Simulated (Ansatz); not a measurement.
Consider the β-hydride elimination: `C[SiH2]N(C)C` → `C[SiH3]` + `C=NC`.

Program: Ansatz. Geometries: PBE0-D4/def2-TZVP. ΔE: electronic, gas phase. CBS: MP2 limit from def2 TZ/QZ plus the TZ coupled-cluster correction, frozen cores. This one scheme is used for every species. Functionals use def2-TZVPP. HSE06 is defined as in plane-wave codes. Each species was taken in one conformer, which may not be the lowest.

CCSD(T)/CBS gives +157.9 kJ/mol.

Task: Another level gave +194.4 kJ/mol. Which?
A. HSE06-D4/def2-TZVPP
B. LDA (SPW92)/def2-TZVPP
C. HSE06/def2-TZVPP
D. B2PLYP/def2-TZVPP

Result: B. LDA (SPW92) 194.4, HSE06 157.1, HSE06-D4 168.1, B2PLYP 143.3 kJ/mol.

Largest T1 diagnostic among the species: 0.011.

In def2-TZVPP, CCSD(T) changes the Hartree–Fock value by +23.6 kJ/mol (the triples alone add −0.1 kJ/mol) and MP2 by +38.3 kJ/mol. From BLYP to BHLYP (50 % exact exchange), in def2-TZVPP and without D4, ΔE moves by +39.9 kJ/mol. Leaving LDA and LC-ωPBE aside and taking each functional with its dispersion term where it has one, the values, not all of them listed here, spread over 36.2 kJ/mol, from BLYP-D4 to r2SCAN0-D4. LDA lies +53.8 kJ/mol from PBE without D4.
